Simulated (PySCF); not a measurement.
Hf(NH2)3(SH) (H₇HfN₃S), SMILES [NH2][Hf]([NH2])([NH2])[SH], multiplicity 1.

Coordinates come from a B3LYP-D3(BJ)/def2-SVP optimisation. The multiplicity is an assumed one; other spin states were not compared. The def2 effective core potentials stand for the cores of Hf; spin–orbit coupling is left out. One conformer was computed; it need not be the lowest.

Two levels are set side by side: TDA-PBE/def2-SVPD (PySCF) and TDA-ωB97X/def2-SVPD (PySCF). Vertical, same geometry. The lowest singlet is HOMO→LUMO 94 % with PBE and HOMO→LUMO+1 80 % with the other functional; states are paired by order. Differences are taken from unrounded values.

```csv
quantity,TDA-ωB97X
lowest singlet excitation (eV),5.61
lowest triplet excitation (TDA) (eV),5.41
```

Problem. What does TDA-PBE give, and how far is it from TDA-ωB97X? (The exact figures need the calculation; the answer reports its results.)

Solution. 
```tsv
quantity	TDA-PBE	TDA-PBE minus TDA-ωB97X
lowest singlet excitation (eV)	4.57	-1.04
lowest triplet excitation (TDA) (eV)	4.39	-1.01
```

A lower first singlet is the usual sign of a functional without exact exchange. Differences between two approximate levels are no errors against the true value.

Rough cost on one machine, each run with all the roots and properties that it gave: TDA-ωB97X against TDA-PBE about 7 times.
